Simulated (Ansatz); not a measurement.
Reaction (isomerisation): `CC(F)[SiH2][SiH3]` → `CC(F)([SiH3])[SiH3]`

Program: Ansatz. Geometries: PBE0-D4/def2-TZVP. ΔE: electronic, gas phase. CBS: MP2 limit from def2 TZ/QZ plus the TZ coupled-cluster correction, frozen cores. Each species was taken in one conformer, which may not be the lowest.

| species | CCSD/def2-TZVPP energy (Eh) |
| --- | --- |
| `CC(F)[SiH2][SiH3]` | -759.27798 |
| `CC(F)([SiH3])[SiH3]` | -759.26976 |

(1) Work out ΔE.

Largest T1 diagnostic among the species: 0.012.

## Answers

(1) ΔE = (-759.26976) − (-759.27798) = 0.00822 Eh = +21.6 kJ/mol. CCSD(T)/CBS gives +19.2 kJ/mol.

In def2-TZVPP, CCSD(T) changes the Hartree–Fock value by −4.4 kJ/mol (the triples alone add −1.3 kJ/mol) and MP2 by −10.1 kJ/mol. The D4 term adds −5.8 kJ/mol with B3LYP and −3.0 kJ/mol with PBE0; it sums over pairs of atoms, weighted by their polarisabilities, and B3LYP, whose exchange is more repulsive, gets the larger term.

B3LYP here is the variant with VWN-RPA as its local correlation; programs differ in this.
